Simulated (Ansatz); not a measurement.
Computed with Ansatz on PBE0-D4/def2-TZVP structures; ΔE is electronic, products minus reactants. CBS: MP2 limit from def2 TZ/QZ plus the TZ coupled-cluster correction, frozen cores. This one scheme is used for every species. DFT in def2-TZVPP. HSE06 is defined as in plane-wave codes. Each species was taken in one conformer, which may not be the lowest.

Reaction (formal exchange of groups at a C–C bond): `C[CH2][Al]([F])[Cl]` + ethylene → `C=C[CH2][Al]([F])[Cl]` + CH₄

Q: Is it downhill or uphill in electronic energy at CCSD(T)/CBS, and by how much? (Best estimate.)

A: The calculation gave: Downhill: ΔE = -26.7 kJ/mol.

Q: What do these levels give: HSE06-D4, PBE-QIDH, revPBE, r2SCAN0, SCS-MP2/def2-TZVPP, HF/CBS(def2)? (Best estimate.)

A: The calculation gave: HSE06-D4 -35.0, PBE-QIDH -34.2, revPBE -26.3, r2SCAN0 -37.7, SCS-MP2/def2-TZVPP -26.8, HF/CBS(def2) -11.7 kJ/mol.

Q: What do rigid-rotor, harmonic-oscillator terms from PBE0-D4/def2-TZVP frequencies (298.15 K, 1 bar) make of the CCSD(T)/CBS value? (An estimate is asked.)

A: Computed: ΔZPE = -2.9 kJ/mol, ΔH = -28.7 kJ/mol, ΔS = -28 J/(mol·K), ΔG = -20.4 kJ/mol. Modes under 50 cm⁻¹ make the entropy rough.

Largest T1 diagnostic among the species: 0.011.

From BLYP to BHLYP (50 % exact exchange), in def2-TZVPP and without D4, ΔE moves by −3.2 kJ/mol. Leaving LDA and LC-ωPBE aside and taking each functional with its dispersion term where it has one, the values, not all of them listed here, spread over 16.5 kJ/mol, from r2SCAN-D4 to B2PLYP. LDA lies −13.1 kJ/mol from PBE without D4. The D4 term adds −5.8 kJ/mol with B3LYP and −3.2 kJ/mol with PBE0; it sums over pairs of atoms, weighted by their polarisabilities, and B3LYP, whose exchange is more repulsive, gets the larger term.

B3LYP here is the variant with VWN-RPA as its local correlation; programs differ in this.
